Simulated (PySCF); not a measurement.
NICS in isomers of C4H5N3O.

NICS is the negative of the GIAO shielding at a point without a nucleus: at the ring centre (0) and 1 Å above and below it (1); zz is the component along the ring normal. Level: GIAO PBE0/pcSseg-1 (PySCF, non-relativistic, gas phase) on the GFN2-xTB geometries, one conformer each. Atom numbers follow the mapped SMILES.

Question: Order these rings by mean NICS(1)zz, lowest (most negative) first (ppm).
A. ring N2–C3–N4–C5–N8 in `[CH3:1][n:2]1[cH:3][n:4][c:5]([CH:6]=[O:7])[n:8]1`
B. ring C3–N4–C5–C6–N7–N8 in `[CH3:1][O:2][c:3]1[n:4][cH:5][cH:6][n:7][n:8]1`
C. ring C3–C4–C5–N6–N7–N8 in `[CH3:1][O:2][c:3]1[cH:4][cH:5][n:6][n:7][n:8]1`
D. ring C4–C5–N6–N7–N8 in `[CH3:1][C:2](=[O:3])[c:4]1[cH:5][n:6][n:7][nH:8]1`

Answer: D (-32.9), A (-31.5), C (-25.4), B (-24.0).

| SMILES | ring | NICS(0) | NICS(1) | NICS(1)zz | HOMA | rms pucker (Å) | ring atoms with four or more neighbours |
| --- | --- | --- | --- | --- | --- | --- | --- |
| CC(=O)c1cnn[nH]1 | 5-membered ring with 3 N; formal bonds all aromatic | -12.4 | -13.2 | -32.9 | 0.96 | 0.00 | 0 |
| Cn1cnc(C=O)n1 | 5-membered ring with 3 N; formal bonds all aromatic | -12.7 | -12.2 | -31.5 | 0.96 | 0.00 | 0 |
| COc1ccnnn1 | 6-membered ring with 3 N; formal bonds all aromatic | -4.5 | -10.7 | -25.4 | 0.96 | 0.00 | 0 |
| COc1nccnn1 | 6-membered ring with 3 N; formal bonds all aromatic | -3.7 | -10.0 | -24.0 | 0.98 | 0.00 | 0 |

NICS(0) gives another order. The isotropic NICS(1) gives the same order. HOMA uses Krygowski's 1993 parameters. NICS(1) and NICS(1)zz are means over the two faces.
